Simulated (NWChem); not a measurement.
Si3H7F; SMILES F[SiH2][SiH2][SiH3]

```xyz
11

Si    -0.5999     2.0430     0.0865
Si     1.1197     0.4659    -0.1751
Si     0.1698    -1.6500     0.1916
F     -1.4046    -1.5398    -0.2363
H     -1.2487     1.8527     1.4196
H     -0.0616     3.4356     0.0035
H     -1.6193     1.8469    -0.9873
H      1.7011     0.5556    -1.5519
H      2.2131     0.6987     0.8218
H      0.2243    -2.0194     1.6373
H      0.7894    -2.7374    -0.6211
```
Atoms are numbered in this order, from 1.

Results from NWChem. All runs use the structure optimised with PBE0/def2-SVP. Level: PBE/def2-SVP with SMD (1 M gas to 1 M solution), gas-phase geometry. Reactions with the solvent are ignored.

| solvent | dielectric constant | solvation free energy (kcal/mol) | cavity-dispersion-structure term (kcal/mol) | dipole in solution (D) |
|---|---|---|---|---|
| water | 78.4 | ? | ? | 1.57 |
| n-hexane | 1.88 | -1.0 | -0.4 | 1.33 |
| anisole | 4.22 | -0.5 | 0.5 | 1.45 |
| dimethyl sulfoxide | 46.8 | 0.5 | 1.8 | 1.56 |
| cyclohexanone | 15.6 | -0.3 | 1.0 | 1.54 |
| cyclohexane | 2.02 | -0.5 | 0.1 | 1.34 |

### Question
Fill in the missing entries.

### Answer

- water, solvation free energy (kcal/mol): 3.2
- water, cavity-dispersion-structure term (kcal/mol): 4.6
